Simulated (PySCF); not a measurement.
**Question.** What does the PBE0-D3(BJ)/def2-SVP structure of WS2F2 (`[F][W]([F])(=[S])=[S]`) look like in three dimensions? (Singlet state.)

**Answer.** 
```xyz
5
F2S2W angstrom
W     -0.093    0.001   -0.062
S     -0.039   -0.020    2.054
S      1.912    0.011   -0.735
F     -0.893    1.576   -0.613
F     -0.886   -1.568   -0.644
```

Orientation and origin are arbitrary. Atoms count from 1 in this order. W1 (tungsten bonded to 2 F and 2 S) is distorted tetrahedral (angles from 107.1° to 116.2°).

Bonds between heavy atoms (Å): W1–S2 2.117, W1–S3 2.115, W1–F4 1.851, W1–F5 1.851.

The calculation used PBE0-D3(BJ)/def2-SVP geometry optimisation, gas phase, def2 core potentials past Kr in PySCF 2.14.0.

Point group: C2v (every atom within 0.08 Å of its image). PBE0-D3(BJ)/def2-SVP frequencies: not computed here.

The run took 52 s of wall time on one thread of an x86-64 server, no GPU (shared host). That covers the optimisation of the geometry.
